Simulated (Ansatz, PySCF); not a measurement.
Molecule: sum formula SiH$_{2}$I (charge +1, singlet). 
Coordinates optimised at B3LYP-D3(BJ)/def2-TZVP (Ansatz, a first-principles code):
```
Si
H 1 1.4687
H 1 1.4687 2 120.23
I 1 2.3187 2 119.89 3 -180.00
```
Charge +1, spin multiplicity 1.

Total electronic energies in hartree. Cores are frozen in the correlated levels unless marked. No spin-orbit coupling. Frozen are the shells of the preceding noble gas and the d and f shells that filled before the atom's block. Past Kr the def2 sets carry scalar-relativistic core potentials. STO-3G rows are all-electron and non-relativistic. CBS marks a two-point X^-3 extrapolation of the correlation energy; Hartree-Fock from the larger set.

```tsv
level	program	energy (Eh)
HF/def2-SVP	Ansatz	-586.37936
HF-D3(BJ)/def2-TZVPD	PySCF + dftd3	-586.52656
HF-D4/def2-TZVPD	PySCF + dftd4	-586.50545
PBE-D3(BJ)/def2-TZVPD	Ansatz + dftd3	-587.95340
TPSS/def2-TZVPD	PySCF	-588.03184
PBE0/STO-3G	Ansatz	-7139.53679
LC-wPBE-D4/def2-TZVPD	Ansatz + dftd4	-588.05211
MP2/CBS(def2-TZVPPD,def2-QZVPPD)	Ansatz	-586.7887
CCSD(T)/CBS(def2-TZVPPD,def2-QZVPPD)	Ansatz	-586.8297
```

Totals of different functionals don't rank their quality; only differences between species are comparable.
